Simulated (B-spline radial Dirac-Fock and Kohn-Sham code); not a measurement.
# Auger decay of the L3 hole in Ag⁺

System: the Ag⁺ ion, configuration [Kr] 4d10.

Model: independent-particle rates on relativistic LDA orbitals of the hole state (multipoles up to L = 3, Coulomb Auger matrix elements, transition energies from Dirac-Fock). Program: a B-spline atomic structure program. Kinetic energies are configuration averages from the vacuum level; the two-hole energies are estimated from single-hole states.

| transition | kinetic energy (eV) | width (meV) | share (%) |
| --- | --- | --- | --- |
| L3-M1M3 | 2010.3 | 69.1 | 3.4 |
| L3-M2M3 | 2120.6 | 116 | 5.7 |
| L3-M3M3 | 2151.4 | 162 | 7.9 |
| L3-M2M5 | 2325.5 | 73.2 | 3.6 |
| L3-M3M4 | 2351.7 | 164 | 8.0 |
| L3-M3M5 | 2360.1 | 249 | 12.2 |
| L3-M4M5 | 2556.3 | 465 | 22.8 |
| L3-M5M5 | 2563.2 | 313 | 15.3 |
| L3-M3N3 | 2682.3 | 46.3 | 2.3 |
| L3-M5N5 | 2950.0 | 54.9 | 2.7 |

The listed channels hold 84 % of the non-radiative rate. Summed by principal shells, of 2.04 eV in all: LMM 81.5 %, LMN 17.5 %, LNN 1.0 %.

Values without a named source are computed, but for edge energies of neutral atoms, which are taken from tables.
